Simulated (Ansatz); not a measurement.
A geometry optimisation of C4H7FOSi with r2SCAN-D4/def2-SVP

The starting geometry of this gas-phase singlet was optimised with GFN2-xTB; its bonds are those of `O=C1CC([SiH2]F)C1`.

```xyz
14

C    -0.8710    0.9659   -0.4669
C    -1.8141   -0.1153    0.0092
C    -1.3376    0.1571    1.4570
C    -0.2768    1.1443    0.9115
F     0.4290   -2.0271    1.5052
O    -0.6920    1.5022   -1.5214
Si   -0.6889   -1.3337    2.4349
H    -2.8674    0.0595   -0.2052
H    -1.5424   -1.0951   -0.3833
H    -2.1043    0.6886    2.0214
H     0.0201   -0.9261    3.6372
H    -1.7108   -2.3520    2.6161
H     0.7504    0.7842    0.9624
H    -0.3024    2.1612    1.3003
```

**Question.** Where would you expect an optimisation with r2SCAN-D4/def2-SVP to take it?

**Answer.** It keeps its bonds, and is `O=C1CC([SiH2]F)C1`.

The energy falls by 0.11 eV over 12 steps:

| step | E − E(last) (eV) |
| --- | --- |
| 1 | 0.115 |
| 2 | 0.019 |
| 3 | 0.008 |
| 5 | 0.006 |
| 6 | 0.005 |
| 7 | 0.003 |
| 8 | 0.002 |
| 10 | 0.000 |
| 11 | 0.000 |
| 12 | 0.000 |

Final geometry (Å):

```xyz
14

C    -0.9375    1.0438   -0.4621
C    -1.7809   -0.1565   -0.0219
C    -1.3196    0.1441    1.4447
C    -0.2258    1.1199    0.8920
F     0.4216   -2.0348    1.5215
O    -0.9261    1.7322   -1.4430
Si   -0.7146   -1.3105    2.4463
H    -2.8560   -0.1227   -0.2600
H    -1.3592   -1.0943   -0.4272
H    -2.0992    0.7056    1.9873
H    -0.0678   -0.8876    3.7205
H    -1.7948   -2.3033    2.7076
H     0.7766    0.6587    0.8279
H    -0.1247    2.1190    1.3450
```

The end wasn't checked by frequencies. Run with Ansatz 0.2.0, 38 s on 2 threads of Intel(R) Xeon(R) Processor @ 2.70GHz (shared host).
